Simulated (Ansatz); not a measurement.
One change: `[BH2][AlH][O]C` becomes `C[O][AlH][GeH3]`.

Ansatz, PBE0-D4/def2-TZVP geometries, multiplicity 1. Each molecule was computed in one conformer, which needn't be the lowest.

Scalar relativity is left out up to krypton.

```tsv
property	`[BH2][AlH][O]C`
HOMO–LUMO gap (PBE/def2-TZVPP) / eV	2.59
size of the dipole moment (ωB97M-V/def2-TZVPP) / D	1.23
LUMO energy (ωB97M-V/def2-TZVPP) / eV	-0.51
HOMO–LUMO gap (ωB97M-V/def2-TZVPP) / eV	8.98
LUMO energy (PBE/def2-TZVPP) / eV	-3.49
HOMO–LUMO gap (PBE0/def2-TZVPP) / eV	4.86
```

Problem. Give the same properties after the change, and the shifts. (Best estimate.)

Solution. Ansatz gave: 
```tsv
property	`C[O][AlH][GeH3]`	shift
HOMO–LUMO gap (PBE/def2-TZVPP) / eV	4.16	1.57
size of the dipole moment (ωB97M-V/def2-TZVPP) / D	0.77	-0.46
LUMO energy (ωB97M-V/def2-TZVPP) / eV	0.27	0.78
HOMO–LUMO gap (ωB97M-V/def2-TZVPP) / eV	9.75	0.77
LUMO energy (PBE/def2-TZVPP) / eV	-2.10	1.39
HOMO–LUMO gap (PBE0/def2-TZVPP) / eV	6.07	1.21
```

With PBE0 the HOMO falls by 0.10 eV and the LUMO rises by 1.10 eV, so the gap widens by about 1.20 eV. PBE moves the HOMO by -0.17 eV and ωB97M-V by 0.01 eV. Dipoles are sizes alone; their direction can turn.
